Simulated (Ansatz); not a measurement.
A structure relaxed at r2SCAN-D4/def2-SVPD in Ansatz, charge -1, doublet:

Cartesian coordinates in Å:
```
Si -0.9879 0.8921 0.0643
Si 0.1495 -1.0137 0.8518
Si 1.4448 0.2099 -1.5784
O -2.4749 1.3688 0.0147
O 0.0196 1.0784 -1.3222
O 0.4047 -1.6696 2.2466
O 1.4442 -0.8658 -0.2768
```

Problem. Give its formula and point group.

Solution. Si3O4⁻. Point group C2 (tolerance 0.1 Å).

Problem. Summarise the bond lengths by kind (pairs closer than 1.2 times the sum of covalent radii, bridged metal pairs left out).

Solution. 6 × O–Si 1.56 to 1.72 Å; 1 × Si–Si 2.35 Å.

Another isomer (doublet) lies 0.67 eV lower at PBE0-D4/def2-TZVPD; other spin states weren't run for this one.
